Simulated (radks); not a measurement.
Spherical jellium clusters: N electrons in a uniform positive sphere of charge N and radius rs N^(1/3), rs = 4.48 bohr. Method: non-relativistic Kohn-Sham, PBEsol, spin-polarised, spherical densities; computed with a radial shooting solver with Libxc functionals. Levels are named by radial order and angular momentum (1s, 1p, 1d, 2s, ...), and open shells are averaged over m. Each electron was tried in the lowest free levels, single moves between levels near the top were tried too, and the lowest total energy was kept; such a search can miss a lower state. The series stops at N = 12: beyond it a trial failed or the search could not be trusted, so later rows were left out. Energies include the self-energy of the background; IP and EA are vertical (highest electron removed, lowest free level filled), at fixed background; spill-out counts the electrons outside the background radius R, and alpha is the static dipole polarisability from linear response (closed shells only). A dash means not computed or, for alpha, an open shell; in EA it means that no bound solution was reached, which is typical of self-interaction and does not show that the anion is unstable. Real open-shell clusters deform, which this model forbids.

N        open shells  2S  E/N (eV)  E(N+1) + E(N-1) - 2E(N) (eV)  IP (eV)  EA (eV)  -e(HOMO) (eV)  spill-out (e)
1   1s(up 1, down 0)   1    -1.365                             -        -        -          2.812           0.33
2               none   0    -1.678                         0.819    4.750        -          2.899           0.49
3   1p(up 1, down 0)   1    -1.509                        -0.579    3.595        -          2.060           0.76
4   1p(up 2, down 0)   2    -1.570                        -0.373    4.059        -          2.500           0.92
5   1p(up 3, down 0)   3    -1.681                         0.391    4.296        -          2.775           1.03
6   1p(up 3, down 1)   2    -1.689                        -0.371    3.789        -          2.464           1.16
7   1p(up 3, down 2)   1    -1.749                        -0.239    4.088    1.466          2.744           1.26
8               none   0    -1.823                         0.966    4.258        -          2.931           1.35
9   1d(up 1, down 0)   1    -1.773                        -0.241    3.230        -          2.029           1.51
10  1d(up 2, down 0)   2    -1.758                        -0.196    3.447        -          2.254           1.64
11  1d(up 3, down 0)   3    -1.763                        -0.163    3.610    1.299          2.430           1.74
12  1d(up 4, down 0)   4    -1.781                             -    3.737    1.454          2.574           1.83

All shells are closed at N = 2, 8 (there: 1s2 1p6); the second difference of the energy has clear peaks (12 % above both neighbours; the first and last values, which can be the largest, are not judged, and half-filled shells can peak too) at N = 5, 8.
